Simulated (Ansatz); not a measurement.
Reaction (ligand exchange at the Si–C bond): `[SiH3]C(Br)Br` + `[NH2][AlH][SeH]` → `[SiH3][NH][AlH][SeH]` + `BrCBr`

Program: Ansatz. Geometries: PBE0-D4/def2-TZVP. ΔE: electronic, gas phase. CCSD(T)/CBS adds triple-zeta CCSD(T) − MP2 to the extrapolated MP2 energy (def2 sets, frozen cores). DFT in def2-TZVPP. B3LYP here is the variant with VWN-RPA as its local correlation; programs differ in this. For Br, Se outer-core shells are correlated without core-valence functions, which leaves a few kJ/mol of doubt a bond. Scalar relativity is left out up to krypton. One conformer a species, not always the lowest.

| level | ΔE (kJ/mol) | difference from CCSD(T)/CBS |
| --- | --- | --- |
| PBE-D4 | -52.1 | 3.7 |
| r2SCAN-D4 | -57.7 | -1.9 |
| B3LYP-D4 | -60.1 | -4.3 |
| ωB97X-V | -59.1 | -3.3 |
| r2SCAN | -57.7 | -1.9 |
| B3LYP | -61.3 | -5.5 |
| CCSD/def2-TZVPP | -61.1 | -5.3 |
| CCSD(T)/def2-TZVPP | -59.0 | -3.2 |
| HF/def2-QZVPP | -73.7 | -17.9 |
| MP2/CBS(def2) | -54.7 | 1.1 |
| CCSD(T)/CBS | -55.8 | 0 |

Largest T1 diagnostic among the species: 0.010.

In def2-TZVPP, CCSD(T) changes the Hartree–Fock value by +13.7 kJ/mol (the triples alone add +2.1 kJ/mol) and MP2 by +14.8 kJ/mol. From PBE to PBE0 (25 % exact exchange), in def2-TZVPP and without D4, ΔE moves by −4.1 kJ/mol.
